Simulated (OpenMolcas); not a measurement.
## OpenMolcas run: Pt4+

Pt4+ among 6 point charges of -0.85 e arranged as a tetragonal octahedron (D4h), 2.21 Å from the ion, with the axial distance 2.387 Å. With inversion symmetry the input lists one of each pair of outer charges.

Input:

```
&GATEWAY
Coord
1

Pt 0.0 0.0 0.0
Basis=ANO-RCC-VDZP
Group=XYZ
NoMove
AngMom=0.0 0.0 0.0
AMFI
XField
3 Angstrom 0
2.210000 0.000000 0.000000 -0.850000
0.000000 2.210000 0.000000 -0.850000
0.000000 0.000000 2.386800 -0.850000
&SEWARD
&RASSCF
FileOrb=start.orb
Symmetry=1
Spin=5
nActEl=6 0 0
Inactive=15 19
Ras2=5 0
CIRoot=5 5 1
SDav=5
CIMx=300
Iter=120 100
PrWF=0.3
OrbListing=Nothing
MaxOrb=0
>>> COPY $Project.JobIph JOB001
&RASSCF
FileOrb=start.orb
Symmetry=1
Spin=3
nActEl=6 0 0
Inactive=15 19
Ras2=5 0
CIRoot=45 45 1
SDav=45
CIMx=300
Iter=120 100
PrWF=0.3
OrbListing=Nothing
MaxOrb=0
>>> COPY $Project.JobIph JOB002
&RASSCF
FileOrb=start.orb
Symmetry=1
Spin=1
nActEl=6 0 0
Inactive=15 19
Ras2=5 0
CIRoot=50 50 1
SDav=50
CIMx=300
Iter=120 100
PrWF=0.3
OrbListing=Nothing
MaxOrb=0
>>> COPY $Project.JobIph JOB003
&RASSI
NrOfJobIphs=3 5 45 50
1 2 3 4 5
1 2 3 4 5 6 7 8 9 10 11 12 13 14 15 16 17 18 19 20 21 22 23 24 25 26 27
28 29 30 31 32 33 34 35 36 37 38 39 40 41 42 43 44 45
1 2 3 4 5 6 7 8 9 10 11 12 13 14 15 16 17 18 19 20 21 22 23 24 25 26 27
28 29 30 31 32 33 34 35 36 37 38 39 40 41 42 43 44 45 46 47 48 49 50
IphNames
JOB001
JOB002
JOB003
EJob
SpinOrbit
DIPRint=1.0
SOCoupling=1000.0
Subsets=2
Property=9
'ANGMOM' 1 'ANGMOM' 2 'ANGMOM' 3 'MLTPL  1' 1 'MLTPL  1' 2 'MLTPL  1' 3
'AMFI' 1 'AMFI' 2 'AMFI' 3
SOProperty=3
'ANGMOM' 1 'ANGMOM' 2 'ANGMOM' 3
```

Launched by
```bash
OMP_NUM_THREADS=1 MOLCAS_MEM=1689 MOLCAS_PROJECT=a pymolcas a.inp > a.log  # once for each step of the input, in one work folder
```

A driver script runs the steps one by one and writes start.orb anew before each from the orbitals found so far.

Output, cut to the results:

```
--- SEWARD ---
Basis set label: PT.ANO-RCC...7S6P4D2F.

      Electronic valence basis set:
      ------------------
      Associated Effective Charge  78.000000 au
      Associated Actual Charge     78.000000 au
      Nuclear Model: Point charge

      Shell  nPrim  nBasis  Cartesian Spherical Contaminant
         s      24       7        X
         p      21       6        X
         d      15       4                 X
         f      11       2                 X
                  Relativistic Douglas-Kroll-Hess integrals:
                    - DKH order of Hamiltonian: 2
                    - DKH order of Properties : 0
                  Atomic mean-field integrals
--- RASSCF ---
Wave function specifications:
      -----------------------------

      Number of closed shell electrons          68
      Number of electrons in active shells       6
      Max number of holes in RAS1 space          0
      Max nr of electrons in RAS3 space          0
      Number of inactive orbitals               34
      Number of active orbitals                  5
      Number of secondary orbitals              20
      Spin quantum number                      2.0
      State symmetry                             1
Orbital specifications:
      -----------------------

      Symmetry species                           1   2
                                                ag  au
      Frozen orbitals                            0   0
      Inactive orbitals                         15  19
      Active orbitals                            5   0
      RAS1 orbitals                              0   0
      RAS2 orbitals                              5   0
      RAS3 orbitals                              0   0
      Secondary orbitals                         7  13
      Deleted orbitals                           0   0
      Number of basis functions                 27  32
      Number of CSFs                             5
      Number of root(s) required                 5
      Iter CI   SX   CI       RASSCF       Energy    max ROT     max BLB   max BLB  Level Ln srch  Step   QN
          iter iter root      energy       change     param      element    value   shift minimum  type update
 Nr of preliminary CI iterations:   1
      Total energies have been shifted. Add               -18000.00 au
        1   1    7    0  -396.67255677    0.00E+00   1.88E-01*  20  27 1  4.79E-01*  0.00   0.00    SX    NO
        2   1    7    0  -397.09639035   -4.24E-01* -1.81E-02   19  25 2  1.73E-01*  0.00   0.00    SX    NO
        3   1    6    0  -397.11686372   -2.05E-02*  1.69E-02   13  29 2  5.34E-02*  0.00   0.00    SX    NO
        4   1    6    0  -397.11993161   -3.07E-03*  8.05E-03   19  25 2  2.64E-02*  0.00   0.00    SX    NO
        5   1    6    0  -397.12064421   -7.13E-04*  2.71E-03   13  29 2  1.23E-02*  0.00   0.67    QN   YES
        6   1    5    0  -397.12087745   -2.33E-04*  5.30E-05   13  29 2  2.21E-04*  0.00   1.02    QN   YES
        7   1    4    0  -397.12087752   -6.66E-08*  1.14E-05   19  22 2 -1.68E-05   0.00   1.02    QN   YES
        8   1    3    0  -397.12087752   -3.20E-10   3.23E-06   19  22 2 -3.02E-06   0.00   1.27    QN   YES
      Convergence after  8 iterations
        9   1    3    0  -397.12087752   -1.82E-11   3.23E-06   18  24 2 -2.38E-07   0.00   1.27    QN   YES
      Natural orbitals and occupation numbers for root  1
      sym 1:   1.000000   2.000000   1.000000   1.000000   1.000000
      Natural orbitals and occupation numbers for root  2
      sym 1:   1.000000   1.000000   1.000000   2.000000   1.000000
      Natural orbitals and occupation numbers for root  3
      sym 1:   2.000000   1.000000   1.000000   1.000000   1.000000
::    RASSCF root number  1 Total energy: -18397.12633165
::    RASSCF root number  2 Total energy: -18397.12633165
::    RASSCF root number  3 Total energy: -18397.12289240
::    RASSCF root number  4 Total energy: -18397.11790552
::    RASSCF root number  5 Total energy: -18397.11092636
--- RASSCF ---
Wave function specifications:
      -----------------------------

      Number of closed shell electrons          68
      Number of electrons in active shells       6
      Max number of holes in RAS1 space          0
      Max nr of electrons in RAS3 space          0
      Number of inactive orbitals               34
      Number of active orbitals                  5
      Number of secondary orbitals              20
      Spin quantum number                      1.0
...
--- RASSI ---
SPIN-FREE ENERGIES:
  (Shifted by EMIN (a.u.) =     -18397.1263316536)

 SF State       Relative EMIN(au)   Rel lowest level(eV)    D:o, cm**(-1)      L_eff

     1             0.0000000000        0.0000000000              0.0000         2.0
     2             0.0000000000        0.0000000000              0.0000         2.0
     3             0.0034392538        0.0935868626            754.8290         2.0
     4             0.0084261382        0.2292869002           1849.3236         2.0
     5             0.0154052896        0.4191992868           3381.0703         2.0
     6             0.0833919217        2.2692097907          18302.4113         4.6
     7             0.0833919217        2.2692097907          18302.4113         4.6
     8             0.0856258164        2.3299971624          18792.6945         4.6
     9             0.0879831470        2.3941433951          19310.0687         4.8
    10             0.0885025189        2.4082762264          19424.0577         4.9
    11             0.0885025189        2.4082762264          19424.0577         4.9
    12             0.0913700523        2.4863057839          20053.4085         4.5
    13             0.0926117951        2.5200953277          20325.9396         4.5
    14             0.0926117951        2.5200953277          20325.9396         4.5
    15             0.0953023625        2.5933093970          20916.4509         5.0
    16             0.0956287750        2.6021915337          20988.0901         4.9
    17             0.1015705103        2.7638743877          22292.1503         2.7
    18             0.1015705103        2.7638743877          22292.1503         2.7
    19             0.1027317052        2.7954721102          22547.0031         2.4
    20             0.1031353499        2.8064558429          22635.5929         3.7
    21             0.1057105131        2.8765296018          23200.7759         3.7
...
```

Spin-orbit levels above the lowest (labels of D4, the rotations of D4h):

```csv
E (cm-1),Degeneracy,Label,2S+1,g
0.0,1,B2,5 (82 %),
7.3,1,A1,5 (79 %),
17.4,2,E,5 (80 %),0.00 0.00 2.39
77.9,1,B1,5 (80 %),
295.1,2,E,5 (82 %),0.00 0.00 8.41
953.3,1,A1,5 (79 %),
994.8,1,A2,5 (80 %),
7023,2,E,5 (68 %),0.00 0.00 3.73
7108,1,B2,5 (61 %),
7863,1,A2,5,
8004,1,B1,5 (62 %),
8102,2,E,5,0.00 0.00 4.35
8352,1,A1,5 (61 %),
8927,1,B2,5 (89 %),
9551,2,E,5 (83 %),0.00 0.00 1.61
10163,1,B1,5 (88 %),
12439,2,E,5 (81 %),0.00 0.00 2.44
12930,1,A1,5 (75 %),
13220,1,A2,5 (81 %),
17874,1,A1,3 (63 %),
```

Spin-orbit coupling mixes the spin-free states strongly: the lowest level takes only 53 % from its leading state, 5E. An orbital doublet at a regular site is open to a Jahn-Teller distortion, which this geometry leaves out. Without dynamic correlation the repulsion within the d shell is too large (B by tens of per cent), so at a given field states of lower spin stand too high. Point charges give a weaker field than real ligands, and real ions of this kind are as a rule low spin; the high spin found here belongs to the model. The ground term spreads over less than 5000 cm-1, several times less than with real ligands, so orbital moments are less quenched and χT lies further from the spin-only value than at real sites. This is an electrostatic model: the charges have no orbitals. No measured value stands beside these numbers.

The RASSCF and RASSI steps took 24 s on 1 thread of Arm Neoverse V2 (shared host); the integral step is not counted.

With an even number of electrons the g values are those of a degenerate or nearly degenerate non-Kramers pair.
